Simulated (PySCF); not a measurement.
B(OMe)(PH2)2 (CH7BOP2), SMILES COB(P)P.

The structure is a stationary point at B3LYP-D3(BJ)/def2-SVP. The structure was generated by enumeration, and PubChem lists no compound with its InChIKey, so it may never have been made. One conformer was computed; it need not be the lowest.

All values below come from PySCF with B3LYP-D3(BJ)/def2-SVP.

Frequencies are harmonic and unscaled.

Computed normal modes with their intensities:
| mode | ν (cm⁻¹) | IR (km/mol) | moving atoms (share of kinetic energy) |
|---|---|---|---|
| 1 | 102 | 0.5 | H 96 % |
| 2 | 129 | 1.4 | H 80 %, P 14 % |
| 3 | 159 | 7.9 | H 43 %, P 29 %, C 17 %, O 9 % |
| 4 | 165 | 2.2 | O 33 %, H 22 %, P 22 %, C 14 %, B 10 % |
| 5 | 195 | 1.5 | H 35 %, P 34 %, C 17 % |
| 6 | 214 | 0.5 | H 69 %, P 15 %, C 10 % |
| 7 | 347 | 9.4 | P 38 %, O 24 %, C 17 %, H 13 % |
| 8 | 395 | 7.8 | B 39 %, H 31 %, O 21 % |
| 9 | 448 | 0.5 | P 42 %, O 30 %, H 15 %, B 12 % |
| 10 | 580 | 13.8 | H 86 %, P 12 % |
| 11 | 682 | 14.0 | H 85 %, B 10 % |
| 12 | 738 | 8.7 | H 62 %, B 29 %, P 8 % |
| 13 | 756 | 28.1 | H 83 % |
| 14 | 917 | 120.6 | B 71 %, H 21 % |
| 15 | 1028 | 39.0 | C 39 %, O 31 %, B 18 %, H 11 % |
| 16 | 1094 | 23.2 | H 93 % |
| 17 | 1108 | 31.9 | H 96 % |
| 18 | 1169 | 2.7 | H 76 %, C 19 % |
| 19 | 1188 | 7.7 | H 72 %, C 19 % |
| 20 | 1360 | 361.3 | B 39 %, O 33 %, H 17 %, C 11 % |
| 21 | 1466 | 9.2 | H 96 % |
| 22 | 1476 | 10.3 | H 97 % |
| 23 | 1491 | 38.7 | H 74 %, O 11 %, B 9 % |
| 24 | 2385 | 42.6 | H 97 % |
| 25 | 2396 | 34.2 | H 97 % |
| 26 | 2410 | 26.0 | H 97 % |
| 27 | 2417 | 80.0 | H 97 % |
| 28 | 3016 | 37.5 | H 97 % |
| 29 | 3099 | 20.1 | H 90 %, C 10 % |
| 30 | 3135 | 20.7 | H 90 %, C 10 % |
